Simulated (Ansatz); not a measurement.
Relaxation of CH₄AlBS (8 atoms, charge 0, multiplicity 1), to a largest force component of 0.015 eV/Å in at most 40 steps.

Computed with Ansatz 0.2.0, RKS PBE-D4/def2-SVP.

```xyz
8
Properties=species:S:1:pos:R:3:forces:R:3
Al -0.389 1.765 -0.862 -0.14 0.40 -0.22
B 0.439 0.097 -0.018 0.06 -0.05 0.11
C 0.898 -1.090 0.575 -0.42 -0.71 0.29
S -0.069 -2.464 1.156 -0.78 0.33 -0.10
H -0.326 2.138 -2.382 0.28 -0.01 -0.54
H -1.231 2.828 -0.076 -0.34 0.17 0.46
H 1.943 -1.317 0.756 0.84 0.21 -0.24
H 0.955 -3.217 1.566 0.51 -0.35 0.24
```

Question: Where does it end, and by what steps?

Answer: The forces met the threshold. The force dipped under the threshold on the way, but the program's further checks kept it going. After 19 steps the energy has fallen by 0.472 eV; H5 moved furthest, 0.91 Å.

```json
{"step": "0", "energy less start (eV)": "0.0000", "largest force component (eV/Å)": "0.836", "accepted": "yes"}
{"step": "1", "energy less start (eV)": "-0.1859", "largest force component (eV/Å)": "0.829", "accepted": "yes"}
{"step": "2", "energy less start (eV)": "-0.2783", "largest force component (eV/Å)": "0.740", "accepted": "yes"}
{"step": "3", "energy less start (eV)": "-0.3778", "largest force component (eV/Å)": "0.494", "accepted": "yes"}
{"step": "4", "energy less start (eV)": "-0.4422", "largest force component (eV/Å)": "0.285", "accepted": "yes"}
{"step": "5", "energy less start (eV)": "-0.4667", "largest force component (eV/Å)": "0.148", "accepted": "yes"}
{"step": "6", "energy less start (eV)": "-0.4685", "largest force component (eV/Å)": "0.087", "accepted": "yes"}
{"step": "7", "energy less start (eV)": "-0.4693", "largest force component (eV/Å)": "0.063", "accepted": "yes"}
{"step": "8", "energy less start (eV)": "-0.4700", "largest force component (eV/Å)": "0.025", "accepted": "yes"}
{"step": "9", "energy less start (eV)": "-0.4703", "largest force component (eV/Å)": "0.205", "accepted": "yes"}
{"step": "10", "energy less start (eV)": "-0.4708", "largest force component (eV/Å)": "0.087", "accepted": "yes"}
{"step": "11", "energy less start (eV)": "-0.4712", "largest force component (eV/Å)": "0.022", "accepted": "yes"}
{"step": "12", "energy less start (eV)": "-0.4719", "largest force component (eV/Å)": "0.013", "accepted": "yes"}
{"step": "13", "energy less start (eV)": "-0.4715", "largest force component (eV/Å)": "0.152", "accepted": "no"}
{"step": "14", "energy less start (eV)": "-0.4721", "largest force component (eV/Å)": "0.039", "accepted": "yes"}
{"step": "15", "energy less start (eV)": "-0.4722", "largest force component (eV/Å)": "0.054", "accepted": "yes"}
{"step": "16", "energy less start (eV)": "-0.4723", "largest force component (eV/Å)": "0.051", "accepted": "yes"}
{"step": "17", "energy less start (eV)": "-0.4723", "largest force component (eV/Å)": "0.020", "accepted": "yes"}
{"step": "18", "energy less start (eV)": "-0.4723", "largest force component (eV/Å)": "0.024", "accepted": "no"}
{"step": "19", "energy less start (eV)": "-0.4724", "largest force component (eV/Å)": "0.009", "accepted": "yes"}
```

```xyz
8
Properties=species:S:1:pos:R:3
Al -0.401 1.818 -0.848
B 0.183 0.034 -0.008
C 0.697 -1.198 0.488
S 0.132 -2.307 1.725
H 0.470 2.434 -2.045
H -1.703 2.571 -0.297
H 1.608 -1.508 -0.066
H 1.235 -3.106 1.766
```

Run time: 47 s on 1 thread of Arm Neoverse V2 (shared host), peak memory 0.14 GiB.
